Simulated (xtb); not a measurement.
Cl₃Sb, charge -1, doublet, at a GFN2-xTB geometry (a state made from the parent by changing its charge; the spin is typed, not shown lowest).

Input for xtb:
```
$ xtb mol.xyz --gfn 2 --chrg -1 --uhf 1 --alpb toluene --json

# file mol.xyz
4

Sb    -0.00854345    -0.39662549     0.03006418
Cl    -2.64892774    -0.33781226     0.04450074
Cl     0.04268112     1.98144961    -0.15019373
Cl     2.63187698    -0.45376087     0.01550045
```

What does this run give for the total energy, partial charges in atom order?


```yaml
total_energy: -16.3147 Eh
partial_charges_in_atom_order: Sb1 0.43, Cl2 -0.57, Cl3 -0.28, Cl4 -0.57
```
